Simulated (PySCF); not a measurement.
## [Zr(Cl)3(NH2)] (charge 0, multiplicity 1)

These are TPSSh-D3(BJ)/def2-TZVP // TPSS-D3(BJ)/def2-SVP in PySCF values and carry that method's errors.

The HOMO is -7.64 eV and the dipole moment is 2.88 D. The HOMO–LUMO gap is 4.91 eV and the LUMO comes out as -2.73 eV. The charge on the central atom (Mulliken) is 1.45 e and the total energy is -40382.15 eV. The cost comes out as about 6 core-minutes (a rough figure).

```xyz
7

Zr     0.0335     0.0093    -0.0364
Cl    -1.0115     1.9011     0.9063
Cl    -0.2198     0.0690    -2.3867
Cl    -0.6767    -2.0860     0.7776
N      1.9880     0.1671     0.3918
H      2.5053     1.0477     0.4937
H      2.6451    -0.6134     0.5018
```
Charge 0, spin multiplicity 1.
